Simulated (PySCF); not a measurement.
**Core-level binding energies of Ge(SH)Me3**

Ge(SH)Me3, C₃H₁₀GeS.
Structure used (PBE0-D3(BJ)/def2-SVP), in Å, numbered top down from 1:
```
atom  x, y, z in Å
Ge1   -0.0349    0.0533    0.2396
S2    -0.0934    0.1173    2.4860
H3     0.5635   -1.0515    2.6495
C4     1.8188    0.0433   -0.3684
H5     1.8565    0.0948   -1.4680
H6     2.3332   -0.8750   -0.0490
H7     2.3597    0.9069    0.0441
C8    -0.9500    1.6843   -0.3092
H9    -0.9973    1.7400   -1.4074
H10   -0.4155    2.5705    0.0622
H11   -1.9756    1.7016    0.0867
C12   -0.9840   -1.5328   -0.3882
H13   -2.0157   -1.5271   -0.0090
H14   -0.4892   -2.4499   -0.0362
H15   -1.0088   -1.5518   -1.4888
```

Level of theory: delta-SCF UKS SCAN, pcX-2 on the ionised atom, pcseg-1 elsewhere, spin-free X2C (PySCF). Vertical ΔSCF values, vacuum level as zero.

Question: List the computed XPS lines with their assignment.

Answer: 
```json
{"atom(s)": "S2", "bonded to": "H and Ge", "level": "S 1s", "binding energy (eV)": "2476.37", "count": "1"}
{"atom(s)": "C4/C8/C12", "bonded to": "3 H and Ge", "level": "C 1s", "binding energy (eV)": "290.11", "count": "3"}
```

Question: Express the binding energy of S 1s of S2 in atomic units and per mole.

Answer: 2476.37 eV = 91.0049 Eh = 238933 kJ/mol.

One atom of each set of topologically equivalent atoms was ionised and stands for the set; in this conformer not all members are related by symmetry, and their own values weren't computed. Not every level is listed. No level of germanium is listed. Isolated species at its PBE0-D3(BJ)/def2-SVP geometry, gas phase.
